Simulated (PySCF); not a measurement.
Radiative rates from a computed spectrum

C4H7FN2Si.
SMILES: `Cc1c(F)cnn1[SiH3]`

Level of theory: TDDFT CAM-B3LYP/def2-SVPD, vertical, gas phase, core orbitals frozen in the response (PySCF 2.14.0, density-fitted response routines). Geometry: GFN2-xTB; no solvent, vibrations or thermal averaging.

Computed singlets with f of 0.002 or more:

| state | ν̃ (cm⁻¹) | f |
| --- | --- | --- |
| S1 | 50770 | 0.154 |
| S3 | 53280 | 0.0059 |
| S4 | 55030 | 0.0026 |
| S5 | 55630 | 0.120 |
| S6 | 56340 | 0.0074 |
| S8 | 60030 | 0.018 |

**Question.** Give A, τ, |μ| and ∫σ dE for each state.

**Answer.** Relations used (vacuum, state to state): A = 0.6670 f ν̃² s⁻¹ (ν̃ in cm⁻¹); τ = 1/A; f = (2/3) ΔE |μ|² in atomic units; ∫σ dE = 109.76 f Mb·eV.

```tsv
state	A (s⁻¹)	τ	|μ| (D)	∫σ dE (Mb·eV)
S1	2.6×10⁸	3.8 ns	2.54	17
S3	1.1×10⁷	90 ns	0.49	0.65
S4	5.3×10⁶	190 ns	0.32	0.29
S5	2.5×10⁸	4.1 ns	2.14	13
S6	1.6×10⁷	64 ns	0.53	0.81
S8	4.4×10⁷	23 ns	0.80	2
```

The rates are for emission to S0 at the absorption energy, with no other channel.

**Question.** What is the integrated cross-section of all computed states together?

**Answer.** Σf = 0.309 over S1 to S8, so 109.76 × Σf ≈ 34 Mb·eV.

**Question.** How much energy does a mole of photons resonant with S1 carry?

**Answer.** 6.295 eV × 96.485 = 607 kJ/mol (145 kcal/mol).

**Question.** Which computed singlets stay under f = 0.002?

**Answer.** S2 (6.36 eV, f 0.0018) and S7 (7.18 eV, f 0.0002).
